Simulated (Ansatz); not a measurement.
Cu3S2. Total charge 0; doublet. Geometry r2SCAN-D4/def2-SVP; atoms count from 1.

```csv
atom,x (Å),y (Å),z (Å)
Cu1,0.3057,-1.5093,-0.7726
Cu2,1.4665,0.6803,-0.5945
Cu3,-0.6594,0.3084,0.5090
S4,0.4329,2.1540,0.5638
S5,-1.5457,-1.6333,0.2943
```

No other spin state of charge 0 was run. Another isomer (doublet) lies 1.35 eV lower at PBE0-D4/def2-TZVP; other spin states weren't run for this one.

Estimate the Mulliken populations from the PBE0/def2-TZVP orbitals of Ansatz.


```
atom  charge (e)  spin (α − β)  d electrons
 Cu1        0.26         -0.01         9.85
 Cu2        0.26         -0.01         9.85
 Cu3        0.20          0.11         9.66
  S4       -0.36          0.46            –
  S5       -0.36          0.45            –
```
Mulliken values and Mayer orders depend strongly on the basis.

Where does the spin sit?

Summed by element: Cu 0.09, S 0.91, of 1 unpaired in all. Largest on single atoms: S4 0.46, S5 0.45, Cu3 0.11.

And the Mayer bond orders between bonded heavy atoms (over 0.3)?

Cu1–S5 0.97 (2.14 Å); Cu2–S4 0.97 (2.14 Å); Cu3–S4 0.95 (2.15 Å); Cu3–S5 0.95 (2.15 Å). Values over 0.3 also appear between atoms too far apart for a bond (S4–S5 0.34 at 4.28 Å); they arise where an orbital or an unpaired electron spreads over both atoms.
